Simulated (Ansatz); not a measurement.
A made-up structure of CH4OSe, closed shell:

```
atom    x (Å)    y (Å)    z (Å)
  O1  -1.2389   0.2485  -0.6517
  C2  -0.1301   0.5101   0.1428
 Se3   1.5469  -0.3325  -0.4617
  H4  -1.3708  -0.7025  -0.7002
  H5   2.8388  -1.0170  -0.8390
  H6   0.0543   1.5820   0.0957
  H7   1.4040  -1.5218   0.3883
```

It is relaxed with PBE-D4/def2-SVP and then PBE0-D4/def2-TZVP (Ansatz 0.2.0). Atoms count as bonded within 1.22 times the sum of their covalent radii (H–H: 0.88 Å). The end point is not checked to be a true minimum.

Does its bonding change? (Judge from chemistry; the calculation decides.)

The calculation gives: Yes. Formed: none; broken: C2–Se3.

Where it ends: The first stage lowers the energy by 0.85 eV in 12 steps. It ends as a complex of CH₂O ([CH][OH]) + H₂Se:
```
7
angstrom
O -1.2955 0.2851 -0.7304
C -0.3747 0.5761 0.1570
Se 1.9878 -0.3959 -0.0513
H -1.6589 -0.5867 -0.5269
H 3.0300 -0.9730 -0.9443
H -0.0333 1.5912 -0.1444
H 1.4488 -1.7299 0.2146
```

Labels in which every atom is bracketed show which atoms are joined, not bond orders.

For scale, one of the runs: PBE0-D4/def2-TZVP relaxation, 134 basis functions, launched by `ansatz run in.yaml --threads 2 --pin off --events-out ev --progress --plain --max-ram 4352MiB`. Hardware: 2 CPU threads of an AMD EPYC 9R14, shared host. Wall time about 32 s.
